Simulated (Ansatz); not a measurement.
`ClCBr`, charge 0, multiplicity 1.

(1) Give a relaxed structure at PBE0-D4/def2-TZVP (Ansatz). (An estimate is asked.)

## Answers

(1) Ansatz gave: 
Cartesian coordinates in Å:
```
Cl 0.672 -0.799 1.346
C 0.122 0.095 -0.060
Br -1.720 -0.258 -0.518
H 0.724 -0.194 -0.915
H 0.201 1.157 0.147
```
Point group Cs.
